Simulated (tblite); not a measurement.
C6H12S (charge +1 and doublet state).
Numbering: `[CH2:1]=[C:2]([CH3:3])[CH2:4][CH2:5][S+:6][CH3:7]` (hydrogens: H8, H9 on C1; H10, H11, H12 on C3; H13, H14 on C4; H15, H16 on C5; H17, H18, H19 on C7)
Bond orders are those of one Lewis drawing.

Computed with GFN2-xTB (tblite), gas phase: L-BFGS steps from a force-field or distance-geometry start until the largest atomic force falls under 0.01 eV/Å.

Step 45: E = -590.9715 eV
```
atom  x, y, z in Å  |  force x, y, z in eV/Å
C1     -1.1012    0.9188    1.0005    0.005  -0.013  -0.031
C2     -1.4361   -0.0440    0.1218   -0.008   0.034  -0.050
C3     -2.8238   -0.5724    0.0580    0.022  -0.008   0.032
C4     -0.4462   -0.6682   -0.8203   -0.016   0.004   0.025
C5      0.9614   -0.1054   -0.6937   -0.037  -0.035   0.022
S6      1.5030   -0.3437    1.0340    0.022  -0.002  -0.035
C7      3.1166    0.4613    1.0477   -0.058  -0.006  -0.005
H8     -0.1968    1.5015    0.9494   -0.036  -0.009   0.037
H9     -1.7866    1.2068    1.7824    0.038   0.024  -0.037
H10    -2.8468   -1.6340    0.3065    0.064  -0.030   0.001
H11    -3.2308   -0.4883   -0.9501    0.062   0.019   0.004
H12    -3.4793   -0.0443    0.7428   -0.017   0.014   0.005
H13    -0.4240   -1.7421   -0.6086   -0.003  -0.003  -0.018
H14    -0.7894   -0.5672   -1.8545   -0.026   0.052   0.040
H15     1.0016    0.9582   -0.9330    0.010  -0.035  -0.001
H16     1.6441   -0.6462   -1.3495    0.038   0.000   0.026
H17     3.1315    1.3356    0.4029   -0.043  -0.020   0.012
H18     3.3327    0.7437    2.0761    0.012  -0.028  -0.047
H19     3.8603   -0.2610    0.7103   -0.029   0.041   0.022
```

Step 46: E = -590.9728 eV
```
atom  x, y, z in Å  |  force x, y, z in eV/Å
C1     -1.0942    0.9199    0.9949    0.002  -0.001  -0.004
C2     -1.4331   -0.0439    0.1188   -0.025   0.036  -0.028
C3     -2.8213   -0.5719    0.0637    0.004  -0.013   0.013
C4     -0.4473   -0.6701   -0.8252   -0.001   0.012   0.005
C5      0.9618   -0.1101   -0.6991    0.003  -0.024   0.002
S6      1.5011   -0.3464    1.0312   -0.039  -0.021  -0.055
C7      3.1087    0.4642    1.0535   -0.017   0.008  -0.013
H8     -0.1933    1.5073    0.9400   -0.026  -0.016   0.024
H9     -1.7752    1.2065    1.7813    0.030   0.024  -0.042
H10    -2.8434   -1.6337    0.3110    0.065  -0.030   0.009
H11    -3.2337   -0.4893   -0.9430    0.068   0.025   0.016
H12    -3.4750   -0.0438    0.7512    0.004   0.006  -0.006
H13    -0.4272   -1.7450   -0.6135   -0.006   0.028  -0.038
H14    -0.7917   -0.5633   -1.8591   -0.017   0.029   0.060
H15     1.0073    0.9542   -0.9393   -0.005  -0.071   0.006
H16     1.6437   -0.6529   -1.3564    0.014   0.015   0.064
H17     3.1235    1.3459    0.4187   -0.049  -0.023   0.016
H18     3.3254    0.7339    2.0849    0.006  -0.015  -0.037
H19     3.8543   -0.2522    0.7093   -0.012   0.032   0.008
```

Step 47: E = -590.9743 eV
```
atom  x, y, z in Å  |  force x, y, z in eV/Å
C1     -1.0828    0.9208    0.9862    0.001   0.019   0.025
C2     -1.4291   -0.0431    0.1133   -0.032   0.027   0.011
C3     -2.8175   -0.5714    0.0726   -0.010  -0.014  -0.009
C4     -0.4488   -0.6723   -0.8331    0.011   0.015  -0.017
C5      0.9620   -0.1164   -0.7077    0.045  -0.008  -0.015
S6      1.4954   -0.3505    1.0254   -0.092  -0.042  -0.052
C7      3.0959    0.4679    1.0625    0.024   0.020  -0.018
H8     -0.1878    1.5154    0.9231   -0.004  -0.018   0.009
H9     -1.7553    1.2050    1.7807    0.011   0.026  -0.041
H10    -2.8374   -1.6336    0.3189    0.063  -0.022   0.015
H11    -3.2371   -0.4894   -0.9316    0.065   0.024   0.023
H12    -3.4673   -0.0420    0.7640    0.027  -0.008  -0.016
H13    -0.4304   -1.7476   -0.6211   -0.014   0.047  -0.055
H14    -0.7954   -0.5606   -1.8659   -0.011   0.009   0.060
H15     1.0141    0.9478   -0.9498   -0.021  -0.088   0.010
H16     1.6445   -0.6613   -1.3643   -0.009   0.018   0.089
H17     3.1095    1.3611    0.4437   -0.055  -0.024   0.017
H18     3.3128    0.7183    2.0985   -0.004  -0.002  -0.027
H19     3.8447   -0.2389    0.7073    0.006   0.021  -0.008
```

Step 48: E = -590.9762 eV
```
atom  x, y, z in Å  |  force x, y, z in eV/Å
C1     -1.0672    0.9223    0.9751    0.001   0.034   0.049
C2     -1.4242   -0.0412    0.1059   -0.021   0.010   0.057
C3     -2.8121   -0.5710    0.0844   -0.009  -0.013  -0.027
C4     -0.4505   -0.6739   -0.8439    0.016   0.018  -0.032
C5      0.9629   -0.1248   -0.7194    0.067   0.007  -0.023
S6      1.4858   -0.3574    1.0165   -0.113  -0.052  -0.022
C7      3.0785    0.4727    1.0744    0.045   0.014  -0.022
H8     -0.1810    1.5269    0.8992    0.028  -0.017  -0.009
H9     -1.7273    1.2025    1.7804   -0.021   0.032  -0.031
H10    -2.8280   -1.6337    0.3301    0.056  -0.007   0.019
H11    -3.2406   -0.4890   -0.9159    0.052   0.018   0.017
H12    -3.4559   -0.0397    0.7807    0.045  -0.025  -0.021
H13    -0.4347   -1.7493   -0.6314   -0.025   0.050  -0.065
H14    -0.8000   -0.5582   -1.8745   -0.011  -0.003   0.035
H15     1.0232    0.9381   -0.9636   -0.034  -0.073   0.008
H16     1.6457   -0.6727   -1.3734   -0.019   0.003   0.096
H17     3.0887    1.3809    0.4782   -0.062  -0.019   0.012
H18     3.2950    0.6971    2.1161   -0.016   0.011  -0.014
H19     3.8319   -0.2204    0.7038    0.023   0.011  -0.026
```

Q: Estimate the geometry and energy of step 49. (The exact step hangs on the optimiser's Hessian estimate; all steps are aligned on step 48, rigid shifts and turns removed.)

A: E = -590.9782 eV, largest force 0.094 eV/Å
```
atom  x, y, z in Å  |  force x, y, z in eV/Å
C1     -1.0475    0.9247    0.9621    0.008   0.046   0.062
C2     -1.4180   -0.0384    0.0975    0.006  -0.012   0.089
C3     -2.8049   -0.5707    0.0989    0.013  -0.007  -0.034
C4     -0.4524   -0.6750   -0.8578    0.008   0.023  -0.031
C5      0.9647   -0.1354   -0.7341    0.053   0.015  -0.014
S6      1.4719   -0.3671    1.0050   -0.082  -0.037   0.027
C7      3.0570    0.4784    1.0893    0.039  -0.001  -0.018
H8     -0.1722    1.5417    0.8678    0.048  -0.023  -0.022
H9     -1.6923    1.1997    1.7807   -0.051   0.043  -0.018
H10    -2.8151   -1.6337    0.3445    0.045   0.009   0.020
H11    -3.2444   -0.4882   -0.8962    0.033   0.007   0.002
H12    -3.4405   -0.0373    0.8015    0.055  -0.041  -0.021
H13    -0.4405   -1.7501   -0.6453   -0.036   0.037  -0.068
H14    -0.8055   -0.5563   -1.8853   -0.015  -0.002  -0.007
H15     1.0345    0.9249   -0.9806   -0.040  -0.027  -0.002
H16     1.6469   -0.6874   -1.3837   -0.012  -0.027   0.082
H17     3.0606    1.4054    0.5219   -0.070  -0.034   0.016
H18     3.2718    0.6707    2.1379   -0.031   0.016  -0.026
H19     3.8161   -0.1969    0.6986    0.029   0.014  -0.036
```

The energy changes by -0.0020 eV. The first-order estimate −F·Δx gives -0.0028 eV and the mean of the old and new forces, exact on a quadratic surface, -0.0020 eV. The step makes an angle of 85° with the force vector and moves no atom by more than 0.057 Å.

The cost below is that of the whole relaxation. The run took 0.9 s on an Arm Neoverse V1 with one thread, no GPU, shared host with 32 logical CPUs at a one-minute load of 34.
